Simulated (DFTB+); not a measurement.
DFTB+ input (SCC-DFTB): The folder sk holds the Slater-Koster set scc that CP2K ships.

```
Geometry = xyzFormat {
6

C      1.18568500    -0.00032900    -0.46617800
C      0.18032100    -0.08185900     0.39341800
O     -1.18095600     0.08485800    -0.01543700
H      2.14850600    -0.15859600     0.05200700
H      0.15785100    -0.27079200     1.47459100
H     -1.05474300     0.24365800    -0.96653900
}
Hamiltonian = DFTB {
  SCC = Yes
  SCCTolerance = 1e-8
  MaxSCCIterations = 300
  Charge = -1
  SlaterKosterFiles = Type2FileNames {
    Prefix = "sk/"
    Separator = ""
    Suffix = ".spl"
    LowerCaseTypeName = Yes
  }
  MaxAngularMomentum {
    C = "p"
    H = "s"
    O = "p"
  }
  Filling = Fermi { Temperature [K] = 0 }
}
ParserOptions { ParserVersion = 14 }
```

Output:

```
|===============================================================================
|
|
|  Copyright (C) 2006 - 2025  DFTB+ developers group
|
|===============================================================================
|
|  When publishing results obtained with DFTB+, please cite the following
|  reference:
|
|    Recent Developments in DFTB+, a Software Package for Efficient Atomistic
|    Quantum Mechanical Simulations, J. Phys. Chem. A 129, 5373−5390 (2025).
|    [https://doi.org/10.1021/acs.jpca.5c01146]
|
|  You should also cite additional publications crediting the parametrization
|  data you use. Please consult the documentation of the SK-files for the
|  references.
|
|===============================================================================

Reading input file 'dftb_in.hsd'
Parser version: 14

--------------------------------------------------------------------------------
Reading SK-files:
./sk/cc.spl
./sk/co.spl
./sk/ch.spl
./sk/oo.spl
./sk/oh.spl
./sk/hh.spl
Done.

Processed input in HSD format written to 'dftb_pin.hsd'

Starting initialization...
--------------------------------------------------------------------------------
WARNING!
-> Dipole printed for a charged system : origin dependent quantity
Mode:                        Static calculation
Self consistent charges:     Yes
SCC-tolerance:                 0.100000E-07
Max. scc iterations:                    300
Shell resolved Hubbard:      No
Spin polarisation:           No
Nr. of up electrons:             9.000000
Nr. of down electrons:           9.000000
Periodic boundaries:         No
Electronic solver:           Relatively robust
Mixer:                       Broyden mixer
Mixing parameter:                  0.200000
Nr. of chrg. vec. in memory:            300
Max. SCC-cycles:                        300
Electronic temperature:              0.100000E-07 H      0.272114E-06 eV
Initial charges:             Set automatically (system chrg:  -0.100E+01)
Included shells:             C:  s, p
                             O:  s, p
                             H:  s
Extra options:
                             Mulliken analysis

--------------------------------------------------------------------------------

***  Geometry step: 0

 iSCC Total electronic   Diff electronic      SCC error
    1   -0.79088225E+01    0.00000000E+00    0.11160465E+01
    2   -0.79486877E+01   -0.79088225E+01    0.65424896E+00
    3   -0.79658525E+01   -0.39865164E-01    0.14625104E+00
    4   -0.79664034E+01   -0.17164777E-01    0.59811095E-01
    5   -0.79665406E+01   -0.55095185E-03    0.61587110E-02
    6   -0.79665415E+01   -0.13716850E-03    0.38867395E-02
    7   -0.79665420E+01   -0.87631278E-06    0.16452036E-03
    8   -0.79665420E+01   -0.57827685E-06    0.41131952E-04
    9   -0.79665420E+01   -0.10545653E-08    0.10501763E-04
   10   -0.79665420E+01   -0.93830721E-10    0.27481806E-06
>> Charges saved for restart in charges.bin
   11   -0.79665420E+01   -0.20454749E-11    0.30707392E-09

Total Energy:                       -7.7851007564 H         -211.8434 eV
Extrapolated to 0K:                 -7.7851007564 H         -211.8434 eV
Total Mermin free energy:           -7.7851007564 H         -211.8434 eV
Force related energy:               -7.7851007564 H         -211.8434 eV

 Fermi distribution function

Calculation with static geometry

********************************************************************************
 iSCC Total electronic   Diff electronic      SCC error
   11   -0.79665420E+01   -0.20454749E-11    0.30707392E-09
********************************************************************************

 Total charge:    -1.00000000

 Atomic gross charges (e)
 Atom           Charge
    1      -0.80166796
    2       0.08358815
    3      -0.48672628
    4      -0.00564413
    5      -0.05830109
    6       0.26875132

Nr. of electrons (up):     18.00000000
Atom populations (up)
 Atom       Population
    1       4.80166796
    2       3.91641185
    3       6.48672628
    4       1.00564413
    5       1.05830109
    6       0.73124868

l-shell populations (up)
 Atom Sh.   l       Population
    1   1   0       1.47536067
    1   2   1       3.32630730
    2   1   0       1.17051939
    2   2   1       2.74589246
    3   1   0       1.75125458
    3   2   1       4.73547170
    4   1   0       1.00564413
    5   1   0       1.05830109
    6   1   0       0.73124868

Orbital populations (up)
 Atom Sh.   l   m       Population  Label
    1   1   0   0       1.47536067  s
    1   2   1  -1       0.97428664  p_y
    1   2   1   0       1.45970381  p_z
    1   2   1   1       0.89231684  p_x
    2   1   0   0       1.17051939  s
    2   2   1  -1       1.10294109  p_y
    2   2   1   0       0.86611267  p_z
    2   2   1   1       0.77683870  p_x
    3   1   0   0       1.75125458  s
    3   2   1  -1       1.90394664  p_y
    3   2   1   0       1.34605161  p_z
    3   2   1   1       1.48547344  p_x
    4   1   0   0       1.00564413  s
    5   1   0   0       1.05830109  s
    6   1   0   0       0.73124868  s

Fermi level:                         0.2100252581 H            5.7151 eV
Band energy:                        -2.2670754060 H          -61.6903 eV
TS:                                  0.0000000000 H            0.0000 eV
Band free energy (E-TS):            -2.2670754060 H          -61.6903 eV
Extrapolated E(0K):                 -2.2670754060 H          -61.6903 eV
Input / Output electrons (q):     18.0000000000     18.0000000000

Energy H0:                          -8.1566345577 H         -221.9533 eV
Energy SCC:                          0.1900925136 H            5.1727 eV
Total Electronic energy:            -7.9665420442 H         -216.7806 eV
Repulsive energy:                    0.1814412878 H            4.9373 eV
Total energy:                       -7.7851007564 H         -211.8434 eV
Extrapolated to 0:                  -7.7851007564 H         -211.8434 eV
Total Mermin free energy:           -7.7851007564 H         -211.8434 eV
Force related energy:               -7.7851007564 H         -211.8434 eV

Non-constrained calculation

SCC converged

Warning: dipole moment is not defined absolutely!
Dipole moment:   -1.25750602    0.06478869    0.12868319 au
Dipole moment:   -3.19626174    0.16467644    0.32708008 Debye
```

The dipole moment of an ion depends on the origin.

The geometry given is a B3LYP-D3(BJ)/def2-TZVP minimum.
